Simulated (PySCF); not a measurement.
Compound: C₂H₁₀BNSi.
SMILES: `CB(C)[SiH2]N`

Torsions of this conformer, `[CH3:1][B:2]([CH3:3])[SiH2:4][NH2:5]`: C1–B2–Si4–N5 -166°, H–N5–Si4–B2 53°, H–N5–Si4–B2 -172°.

The closed-shell ground state was solved at several levels (PySCF, density fitting, gas phase, non-relativistic). The structure is a single PBE0-D3(BJ)/def2-SVP conformer in the gas phase; no vibrational or solvent corrections.

```
              level  basis functions  HOMO (eV)  LUMO (eV)  gap (eV)  dipole (D)
         PBE0/6-31G               69      -6.53      -0.81      5.72        1.23
     PBE0/def2-TZVP              221      -7.01      -1.17      5.84        1.12
BHandHLYP/def2-SVPD              184      -8.29      -0.12      8.17        1.06
      BP86/pcSseg-1              142      -5.71      -2.17      3.54        1.13
      PBE0/pcSseg-0               69      -6.62      -1.20      5.42        1.17
      PBE/def2-SVPD              184      -5.70      -2.15      3.55        1.07
        PBE0/6-31G*               94      -6.72      -0.86      5.86        1.21
CAM-B3LYP/def2-SVPD              184      -8.43      -0.04      8.39        1.06
       PBE/pcSseg-1              142      -5.59      -2.10      3.49        1.13
  LC-wPBE/def2-SVPD              184      -9.75       1.10     10.85        1.08
```

Problem. What might LDA/def2-SVPD (184 basis functions) give for the same quantities?

Solution. HOMO -5.79 eV, LUMO -2.35 eV, gap 3.44 eV, dipole 1.07 D.

Problem. Over all these levels, which gives the widest orbital gap and which the narrowest?

Solution. LC-wPBE/def2-SVPD (range-separated hybrid) has the widest, 10.85 eV, and LDA/def2-SVPD (LDA) the narrowest, 3.44 eV. The two share the basis. From the narrowest to the widest the HOMO moves by -3.96 eV and the LUMO by +3.45 eV.

Problem. How much does the basis alone move the frontier levels among the 4 PBE0 rows?

Solution. The HOMO by 0.48 eV and the LUMO by 0.39 eV. By rising basis size (HOMO, LUMO in eV): 6-31G -6.53, -0.81; pcSseg-0 -6.62, -1.20; 6-31G* -6.72, -0.86; def2-TZVP -7.01, -1.17.

Problem. How far do the dipole and the HOMO energy spread over the levels?

Solution. The dipole runs from 1.06 to 1.23 D (mean 1.12 D) and the HOMO from -9.75 to -5.59 eV.
